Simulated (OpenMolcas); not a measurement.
neutral oxygen: the spin-orbit constant, Slater's ratio, thermal populations, worked from levels

* Program: OpenMolcas
* Basis: ANO-RCC-VDZP [3s2p1d]
* Scalar Hamiltonian: DKH2, point nucleus
* Active space: 6 electrons in 4 orbitals (2s 2p)
* State averaging: 2S+1 = 3 even, 3 roots; 2S+1 = 1 even, 6 roots
* Spin-orbit coupling: state interaction with AMFI integrals over the reference wave functions, term energies averaged over their components

Methods: CASSCF; SS-CASPT2, IPEA 0.25 Eh, imaginary shift 0.1 Eh (closed shells correlated: 1s). Measured levels: NIST Handbook of Basic Atomic Spectroscopic Data.

**The spin-orbit constant.** For the Hund term ³P of p4, E(J) = (A/2) J(J+1) + constant and ζ = -2S·A = -2A. From J = 0 to J = 2 the energy changes by 3 A.

```csv
Source,E(2) - E(0),A,ζ
CASSCF,-226.1,-75.4,151
SS-CASPT2,-226.2,-75.4,151
measured,-227.0,-75.7,151
```

All in cm-1. SS-CASPT2 is off by -0.4 % and CASSCF by -0.4 %. Both methods take the spin-orbit matrix elements from the reference wave functions, so the second can move ζ only through the term energies and any multistate remixing. Second-order mixing with other terms is absorbed into this ζ.

**Slater's ratio.** With one set of orbitals, p4 has ¹D - ³P = 6 F2 and ¹S - ¹D = 9 F2 (F2 = F²/25), a ratio of 3/2. Term energies are centres of gravity, weighted by 2J + 1.

```csv
Source,¹D - ³P,¹S - ³P,F2 from the first,Ratio
CASSCF,17532,31782,2922,0.813
SS-CASPT2,16549,33811,2758,1.043
measured,15790,33715,2632,1.135
```

Energies in cm-1. A ratio away from 3/2 shows effects beyond one configuration with one set of orbitals, and in heavier atoms second-order spin-orbit shifts. In CASSCF the valence s occupation is 1.92 in ¹S against 2.00 in ¹D: mixing out of s² acts most on ¹S and pulls it down.

**Thermal populations.** Z = Σ (2J + 1) exp(-E/kT) with k = 0.695035 cm-1/K, over the levels below. No other level of either list lies under 73700 cm-1, which is above 7 kT at each temperature.

```json
{"Level": "2s² 2p⁴ ³P₂", "2J + 1": "5", "SS-CASPT2": "0.0", "measured": "0.0"}
{"Level": "2s² 2p⁴ ³P₁", "2J + 1": "3", "SS-CASPT2": "152", "measured": "158"}
{"Level": "2s² 2p⁴ ³P₀", "2J + 1": "1", "SS-CASPT2": "226", "measured": "227"}
{"Level": "2s² 2p⁴ ¹D₂", "2J + 1": "5", "SS-CASPT2": "16620", "measured": "15868"}
{"Level": "2s² 2p⁴ ¹S₀", "2J + 1": "1", "SS-CASPT2": "33890", "measured": "33793"}
```

```csv
T (K),"Z, SS-CASPT2","Z, measured levels","Ground level (%), SS-CASPT2","Ground level (%), measured levels"
5000,8.851,8.855,56.5,56.5
8000,9.133,9.166,54.7,54.5
12000,9.618,9.680,52.0,51.7
```

At 12000 K, kT = 8340 cm-1, and the computed levels give Z = 5.000 + 2.946 + 0.973 + 0.682 + 0.017 = 9.618.

Term energies are means over components that CASPT2 splits; among the terms shown or strongly mixed into the levels shown the widest spread is 94 cm-1 (2s² 2p⁴ ¹D, SS-CASPT2). Without dynamic correlation excited terms often stand tens of per cent too high (terms of higher spin than the ground term too low), and those without a measured partner can miss by more than the paired ones (holds for CASSCF). Measured partners are found by configuration, term and J. A level has none where our copy of the source lacks it or the pairing is in doubt (some pairs that miss far off the trend of their configuration count as doubtful), and it then counts in no deviation. Only configurations of the active space appear.
